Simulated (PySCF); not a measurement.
The same groups moved round the core (azulene hydroxy+boryl). Gas-phase values, no solvent. One relaxed conformer stands for each flexible species; it need not be the lowest. Strings in code marks are SMILES.

These are PBE-D3(BJ)/def2-TZVP // PBE0-D3(BJ)/def2-SVP in PySCF values and carry that method's errors. All candidates: neutral, multiplicity 1. Excitations are Tamm–Dancoff values on a coarser integration grid. The basis has no diffuse functions, so Rydberg states are missing or too high.

```json
{
 "brightest of the four lowest singlets (TDA)": "4.33 eV",
 "T1 excitation (TDA)": "1.83 eV",
 "S1 excitation (TDA)": "2.62 eV"
}
```

Say which member has these values.
(A) `Bc1cccc2cc(O)cc-2c1`
(B) `Bc1cc2cccc-2ccc1O`
(C) `Bc1ccc2cc(O)cc-2cc1`
(D) `Bc1ccc2cccc-2cc1O`

B, `Bc1cc2cccc-2ccc1O`. The others give `Bc1cccc2cc(O)cc-2c1`: 4.35 eV, 2.03 eV, 2.72 eV; `Bc1ccc2cc(O)cc-2cc1`: 3.20 eV, 1.70 eV, 2.21 eV; `Bc1ccc2cccc-2cc1O`: 3.88 eV, 1.11 eV, 1.70 eV
